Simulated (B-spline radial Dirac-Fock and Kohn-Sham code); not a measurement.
Al⁷⁺: photoemission with Al Kα (taken as 1486.9 eV) photons

System: aluminum as Al⁷⁺ in the configuration [He] 2s2 2p2.

Input of the calculation (task.json; shells as n, l, electrons):

```json
{"items": [{
  "Z": 13,
  "q": 7,
  "cfg": [[1, 0, 2], [2, 0, 2], [2, 1, 2]],
  "A": 27,
  "rrms": 3.061,
  "do": ["binding", "quiet", "photo"],
  "hv": [57.4, 60, 76.3, 209.0, 410.0, 607.0, 1350.0, 1486.9, 2000, 5070.0, 6000, 8047.8, 12000, 65800.0, 150000, 200000]
}]}
```

Launch: `python xray_run.py task.json out`

Method: Dirac-Hartree-Slater photoionisation with all multipoles and Dirac-Fock thresholds. Computed with a radial finite-basis atomic code. The asymmetry parameter β is from the dipole term alone. Kinetic energies are from the vacuum level. Open shells are spread statistically over j, without multiplet splitting.

```tsv
subshell	electrons	binding (eV)	kinetic (eV)	σ (kb)	β
L1 (2s)	2	309.0	1177.9	13.5	2.00
L2 (2p1/2)	0.67	282.3	1204.6	1.20	0.97
L3 (2p3/2)	1.33	281.7	1205.2	2.35	0.97
```

Branching ratios of the spin-orbit partners (statistical value in brackets): 2p 1.97 (2.00).
